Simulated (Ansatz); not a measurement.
FGaHO, SMILES `[OH][Ga][F]` radical. Charge 0, multiplicity 2. Geometry: relaxed with PBE0-D4/def2-TZVP. It is one conformer, not always the lowest.

```xyz
4

O    -0.909   -0.078    0.410
Ga    0.730   -0.260   -0.297
F     1.492    1.248   -0.786
H    -1.313   -0.910    0.673
```

Task: What is the dipole moment at PBE/def2-TZVPP? (An estimate is asked.)

Result: Ansatz gave: 3.11 D, with components (-0.53, -3.02, 0.54) D in this frame, pointing from negative to positive charge.

Task: And with r2SCAN, B3LYP, ωB97M-V? (Best estimate.)

Result: The calculation gave: r2SCAN 3.24 D, B3LYP 3.36 D, ωB97M-V 3.38 D.

Task: Give the Mulliken charges with PBE, r2SCAN, B3LYP in def2-TZVPP. (Best estimate.)

Result: Ansatz gave: 
| atom | PBE | r2SCAN | B3LYP |
| --- | --- | --- | --- |
| O1 | -0.31 | -0.38 | -0.35 |
| Ga2 | 0.44 | 0.54 | 0.54 |
| F3 | -0.31 | -0.36 | -0.36 |
| H4 | 0.18 | 0.20 | 0.18 |

B3LYP here is the variant with VWN-RPA as its local correlation; programs differ in this.
